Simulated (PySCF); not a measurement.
H6O4SiSn, SMILES [OH][Sn]([OH])([OH])[O][SiH3].

Geometry: r2SCAN-D4/def2-SVP. A frequency run showed that this geometry is not a minimum. The def2 effective core potentials stand for the cores of Sn; spin–orbit coupling is left out. One conformer was computed; it need not be the lowest.

Two levels are set side by side: TDA-PBE/def2-SVPD (PySCF) and TDA-PBE0/def2-SVPD (PySCF). Vertical, same geometry. The lowest singlet is HOMO→LUMO 98 % with PBE and HOMO→LUMO 93 % with the other functional; states are paired by order. Differences are taken from unrounded values.

```csv
quantity,TDA-PBE
lowest singlet excitation (eV),4.22
lowest triplet excitation (TDA) (eV),4.03
first bright state (f over 0.05) (eV),5.00
its oscillator strength,0.06
```

Task: These are the TDA-PBE values. What does TDA-PBE0 give? (The exact figures need the calculation; the answer reports its results.)

Result: 
```tsv
quantity	TDA-PBE0	TDA-PBE minus TDA-PBE0
lowest singlet excitation (eV)	5.37	-1.15
lowest triplet excitation (TDA) (eV)	5.05	-1.03
first bright state (f over 0.05) (eV)	6.03	-1.03
its oscillator strength	0.08	-0.02
```

A lower first singlet is the usual sign of a functional without exact exchange. Differences between two approximate levels are no errors against the true value.

Rough cost on one machine, each run with all the roots and properties that it gave: TDA-PBE0 against TDA-PBE about 2 times.
